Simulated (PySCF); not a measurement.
In(Br)2(NH2) (Br2H2InN), SMILES [In]([NH2])([Br])[Br].

Geometry optimised at PBE0-D3(BJ)/def2-SVP. The structure was generated by enumeration; whether it is a known compound was not checked. The def2 effective core potentials stand for the cores of In; spin–orbit coupling is left out. Other conformers were not sampled.

Computed with r2SCAN/def2-TZVP in PySCF.

Isolated molecule, no solvent.

### Question
Estimate the frontier levels, gap, dipole moment and polarisability. (The exact figures need the calculation; the answer reports its results.)

### Answer

```
Property                                                                                                         Value
---------------------------------------------------------------------------------------------  -----------------------
highest occupied level                                                                                        -6.92 eV
lowest empty level                                                                                            -2.96 eV
orbital gap                                                                                                    3.96 eV
dipole moment                                                                                                   2.75 D
quadrupole, principal values (traceless, Buckingham form, about the centre of nuclear charge)   -6.46, -1.97, 8.43 D·Å
mean static polarisability                                                                       85.5 bohr³ (12.68 Å³)
polarisability, principal values                                                               58.5, 91.6, 106.5 bohr³
```
